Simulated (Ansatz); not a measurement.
`[F][Ga]([SH])[Br]` + H–F → `[F][Ga]([F])[Br]` + H₂S  (ligand exchange at a Ga–S bond)

Calculated with Ansatz (gas phase, PBE0-D4/def2-TZVP geometries, no zero-point term in ΔE). CCSD(T)/CBS is the MP2 limit (def2-TZVPP, def2-QZVPP) plus CCSD(T) − MP2 in def2-TZVPP, frozen cores. This one scheme is used for every species. DFT in def2-TZVPP. For Br, Ga outer-core shells are correlated without core-valence functions, which leaves a few kJ/mol of doubt a bond. Scalar relativity is left out up to krypton. Each species was taken in one conformer, which may not be the lowest.

Is it downhill or uphill in electronic energy at CCSD(T)/CBS, and by how much? (Estimate.)

Ansatz gave: Uphill: ΔE = +25.5 kJ/mol.

What do these levels give: revPBE-D4, PBE0-D4, CAM-B3LYP-D4, ωB97X-V, ωB97M-V, B2PLYP, PBE-QIDH, BLYP, LC-ωPBE, CCSD(T)/def2-SVP, CCSD(T)/def2-TZVPP, CCSD/CBS(def2)? (Best estimate.)

Ansatz gave: revPBE-D4 24.4, PBE0-D4 27.0, CAM-B3LYP-D4 11.8, ωB97X-V 12.4, ωB97M-V 17.1, B2PLYP 12.9, PBE-QIDH 22.6, BLYP 7.6, LC-ωPBE 12.6, CCSD(T)/def2-SVP 1.8, CCSD(T)/def2-TZVPP 16.8, CCSD/CBS(def2) 23.0 kJ/mol.

Largest T1 diagnostic among the species: 0.012.

The D4 term adds +7.0 kJ/mol with B3LYP and +3.8 kJ/mol with PBE0; it sums over pairs of atoms, weighted by their polarisabilities, and B3LYP, whose exchange is more repulsive, gets the larger term. From BLYP to BHLYP (50 % exact exchange), in def2-TZVPP and without D4, ΔE moves by +3.6 kJ/mol.

B3LYP here is the variant with VWN-RPA as its local correlation; programs differ in this.
